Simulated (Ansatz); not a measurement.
Reactions of C3H9AlO3 (`C[O][Al]([O]C)[O]C`).

Gas-phase electronic energies from Ansatz, PBE0-D4/def2-TZVP geometries. CCSD(T)/CBS is the MP2 limit (def2-TZVPP, def2-QZVPP) plus CCSD(T) − MP2 in def2-TZVPP, frozen cores. For Br, Li outer-core shells are correlated without core-valence functions, which leaves a few kJ/mol of doubt a bond. Scalar relativity is left out up to krypton. Each species was taken in one conformer, which may not be the lowest.

Problem. Order these by ΔE at CCSD(T)/CBS, lowest first. (Best estimate.)
A. `C[O][Al]([O]C)[O]C` + `C=CBr` → `C[O][AlH][O]C` + `C=C(Br)OC`
B. `C[O][Al]([O]C)[O]C` + `C[O][Al]([F])[Cl]` → `C[O][Al]([F])[O]C` + `C[O][Al]([Cl])[O]C`
C. `C[O][Al]([O]C)[O]C` + `[Li][Cl]` → `C[O][Al]([Cl])[O]C` + `[Li][O]C`

Solution. B (+0.3 kcal/mol), C (+17.6 kcal/mol), A (+42.9 kcal/mol).

Largest T1 diagnostic: 0.013, for `[Li][O]C`.
